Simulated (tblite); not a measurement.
Compound: C6H12O2SSi.
Numbering: `[CH3:1][S:2]/[CH:3]=[C:4](\[CH3:5])[CH2:6][SiH2:7][C:8](=[O:9])[OH:10]` (hydrogens: H11, H12, H13 on C1; H14 on C3; H15, H16, H17 on C5; H18, H19 on C6; H20, H21 on Si7; H22 on O10)

The geometry is computed with GFN2-xTB (gas phase).

Problem. What internal coordinates does the optimisation give?

Solution. 
```json
{"bond": "C1–S2", "length (bohr)": "3.432"}
{"bond": "S2–C3", "length (bohr)": "3.329"}
{"bond": "C3=C4", "length (bohr)": "2.512"}
{"bond": "C4–C5", "length (bohr)": "2.826"}
{"bond": "C4–C6", "length (bohr)": "2.839"}
{"bond": "C6–Si7", "length (bohr)": "3.606"}
{"bond": "Si7–C8", "length (bohr)": "3.631"}
{"bond": "C8=O9", "length (bohr)": "2.279"}
{"bond": "C8–O10", "length (bohr)": "2.529"}
{"bond": "C1–H11, C1–H12, C1–H13", "length (bohr)": "2.053"}
{"bond": "C3–H14", "length (bohr)": "2.037"}
{"bond": "C5–H15, C5–H16, C5–H17", "length (bohr)": "2.058"}
{"bond": "C6–H18, C6–H19", "length (bohr)": "2.061"}
{"bond": "Si7–H20, Si7–H21", "length (bohr)": "2.768"}
{"bond": "O10–H22", "length (bohr)": "1.841"}
```

Bonds in one row agree within 0.02 bohr and their mean is given. A selection of angles:
```json
{"angle": "C1–S2–C3", "degrees": "98.8"}
{"angle": "S2–C3–C4", "degrees": "125.1"}
{"angle": "C3–C4–C5", "degrees": "123.3"}
{"angle": "C3–C4–C6", "degrees": "120.3"}
{"angle": "C5–C4–C6", "degrees": "116.4"}
{"angle": "C4–C6–Si7", "degrees": "111.5"}
{"angle": "C6–Si7–C8", "degrees": "107.4"}
{"angle": "Si7–C8–O9", "degrees": "127.0"}
{"angle": "Si7–C8–O10", "degrees": "111.2"}
{"angle": "O9–C8–O10", "degrees": "121.8"}
{"angle": "H22–O10–C8", "degrees": "111.2"}
```

Dihedral angles: C1–S2–C3–C4 -175° (antiperiplanar); S2–C3–C4–C5 1° (synperiplanar); C3–C4–C6–Si7 91° (anticlinal); C4–C6–Si7–C8 -63° (synclinal); C6–Si7–C8–O9 -26° (synperiplanar); H22–O10–C8–Si7 179° (antiperiplanar). The mirror-image conformer, all signs reversed, is as good.

The C–C distances run from 1.330 Å (C3=C4, drawn double) to 1.502 Å (C4–C6, drawn single), a spread of 0.172 Å. The 2 C–O bonds span 1.206 Å (C8=O9, drawn double) to 1.338 Å (C8–O10, drawn single), a spread of 0.132 Å. O10 (acid hydroxyl oxygen) is bent (angle 111.2°). Of the pairs four or more bonds apart, S2···H17 is among the closest relative to their van der Waals radii: 2.61 Å, 87 % of the sum of Bondi's values. The 2 C–S bonds span 1.761 Å (S2–C3, drawn single) to 1.816 Å (C1–S2, drawn single), a spread of 0.055 Å. Si7 (SiH2 silicon) is distorted tetrahedral (angles from 106.5° to 113.6°).

Point group: C1 (no symmetry element, even within 0.4 Å). Its lowest GFN2-xTB frequency is 9 cm⁻¹, too small to tell a flat minimum from a shallow saddle. One conformer, not necessarily the lowest (C1–S2–C3–C4 -175°, C3–C4–C6–Si7 91°, C4–C6–Si7–C8 -63°, C6–Si7–C8–O9 -26°, Si7–C8–O10–H 179°).
